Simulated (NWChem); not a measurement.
System: C5H5N; SMILES C#CC=C=CN

Input file for NWChem:

```
start job
memory heap 200 mb stack 900 mb global 1100 mb
geometry units angstroms noautosym nocenter noautoz
  C      0.650078     2.954085    -0.091168
  C     -0.000944     1.943643     0.054346
  C     -0.801885     0.775515     0.248920
  C     -0.442390    -0.441102    -0.114438
  C     -0.121721    -1.661090    -0.476620
  N      0.468360    -2.654833     0.328071
  H      1.236309     3.833327    -0.229997
  H     -1.769711     0.935152     0.733555
  H     -0.386766    -2.006824    -1.476202
  H      1.131676    -3.230167    -0.181001
  H      0.898485    -2.283998     1.169077
end
basis spherical
  C library 6-31g*
  N library 6-31g*
  H library 6-31g*
end
dft
  xc xcamb88 1.00 lyp 0.81 vwn_5 0.19 hfexch 1.00
  cam 0.33 cam_alpha 0.19 cam_beta 0.46
  iterations 150
end
property
  efieldgrad
end
task dft property
```

Parts of the log:

```
             Northwest Computational Chemistry Package (NWChem) 7.3.0
             --------------------------------------------------------

                             Geometry "geometry" -> ""
                             -------------------------

 Output coordinates in angstroms (scale by  1.889725989 to convert to a.u.)

  No.       Tag          Charge          X              Y              Z
 ---- ---------------- ---------- -------------- -------------- --------------
    1 C                    6.0000     0.65007800     2.95408500    -0.09116800
    2 C                    6.0000    -0.00094400     1.94364300     0.05434600
    3 C                    6.0000    -0.80188500     0.77551500     0.24892000
    4 C                    6.0000    -0.44239000    -0.44110200    -0.11443800
    5 C                    6.0000    -0.12172100    -1.66109000    -0.47662000
    6 N                    7.0000     0.46836000    -2.65483300     0.32807100
    7 H                    1.0000     1.23630900     3.83332700    -0.22999700
    8 H                    1.0000    -1.76971100     0.93515200     0.73355500
    9 H                    1.0000    -0.38676600    -2.00682400    -1.47620200
   10 H                    1.0000     1.13167600    -3.23016700    -0.18100100
   11 H                    1.0000     0.89848500    -2.28399800     1.16907700

 Effective nuclear repulsion energy (a.u.)     177.0165820214

                              NWChem Property Module
                              ----------------------

  itol2e modified to match energy
  convergence criterion.

                                 NWChem DFT Module
                                 -----------------

 Summary of "ao basis" -> "ao basis" (spherical)
 ------------------------------------------------------------------------------
       Tag                 Description            Shells   Functions and Types
 ---------------- ------------------------------  ------  ---------------------
 C                           6-31g*                  6       14   3s2p1d
 N                           6-31g*                  6       14   3s2p1d
 H                           6-31g*                  2        2   2s

  itol2e modified to match energy
  convergence criterion.

[...]

          -----------------------
          Electric field gradient
          -----------------------

 1 a.u. = 0.324123 10**(16) esu/cm**3  ( or statvolts/cm**2 ) = 0.97174 10**(22) v/m**2

 ------------------------------------------------------------
   Atom      X         Y         Z
 ------------------------------------------------------------
    1 C    1.22847   5.58241  -0.17228
 ------------------------------------------------------------

 Electric field gradient in molecular frame (a.u.)
         XX             YY             ZZ             XY             XZ             YZ
 ------------------------------------------------------------------------------------------
       -0.005780       0.085307      -0.079527       0.114677      -0.018741      -0.027505

 Principal components (a.u.) and orientation
 of principal axis w.r.t. absolute frame                      Asymmetry parameter eta
 --------------------------------------------------------------------------------------
        0.167635      -0.084017      -0.083618                       0.002383

        0.556650       0.194369       0.807689
        0.819957       0.027642      -0.571757
       -0.133458       0.980539      -0.143988

 ------------------------------------------------------------
   Atom      X         Y         Z
 ------------------------------------------------------------
    2 C   -0.00178   3.67295   0.10270
 ------------------------------------------------------------

 Electric field gradient in molecular frame (a.u.)
         XX             YY             ZZ             XY             XZ             YZ
 ------------------------------------------------------------------------------------------
       -0.009542       0.107321      -0.097779       0.139271      -0.022574      -0.032386

 Principal components (a.u.) and orientation
 of principal axis w.r.t. absolute frame                      Asymmetry parameter eta
 --------------------------------------------------------------------------------------
        0.205065      -0.103476      -0.101589                       0.009204

        0.549338       0.511088       0.661072
        0.825547      -0.209600      -0.523966
       -0.129232       0.833580      -0.537069

 ------------------------------------------------------------
   Atom      X         Y         Z
 ------------------------------------------------------------
    3 C   -1.51534   1.46551   0.47039
 ------------------------------------------------------------

 Electric field gradient in molecular frame (a.u.)
         XX             YY             ZZ             XY             XZ             YZ
 ------------------------------------------------------------------------------------------
        0.038526       0.018241      -0.056768      -0.047442      -0.069534       0.039903

 Principal components (a.u.) and orientation
 of principal axis w.r.t. absolute frame                      Asymmetry parameter eta
 --------------------------------------------------------------------------------------
        0.113877      -0.095302      -0.018576                       0.673760

        0.729081       0.416417       0.543174
       -0.538128      -0.141622       0.830880
       -0.422918       0.898076      -0.120832

 ------------------------------------------------------------
   Atom      X         Y         Z
 ------------------------------------------------------------
    4 C   -0.83600  -0.83356  -0.21626
 ------------------------------------------------------------

[...]
```

Level: CAM-B3LYP/6-31G* (spherical d). Geometry: optimised at B3LYP/6-31G* (spherical d). NWChem prints the field gradient with the sign opposite to the second derivative of the potential.
